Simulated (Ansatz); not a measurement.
ZrS2 was relaxed with B3LYP-D4 (def2-TZVP) in Ansatz in these states: neutral quintet, neutral triplet. The geometries follow in no particular order.

In the def2 sets Zr takes a core potential; there is no spin–orbit coupling.

A:

| atom | x (Å) | y (Å) | z (Å) |
| --- | --- | --- | --- |
| Zr1 | 0.0576 | -1.4102 | -0.2662 |
| S2 | 0.7639 | 0.6090 | 0.8139 |
| S3 | -0.8215 | 0.8012 | -0.5477 |

B:

Cartesian coordinates in Å:
```
Zr 1.275 -0.516 0.831
S -0.306 1.194 -0.344
S -0.970 -0.678 -0.487
```

Question: Judge from the bond lengths which geometry belongs to which state (an estimate).

Answer: A is the neutral triplet (Zr1–S3 2.396 Å, Zr1–S2 2.396 Å, S2–S3 2.099 Å); B is the neutral quintet (Zr1–S3 2.608 Å, Zr1–S2 2.608 Å, S2–S3 1.991 Å).

At PBE0-D4/def2-TZVP a triplet lies 1.37 eV below the neutral quintet. These are the stationary points nearest to one start from a short search; other shapes may lie lower in each state.
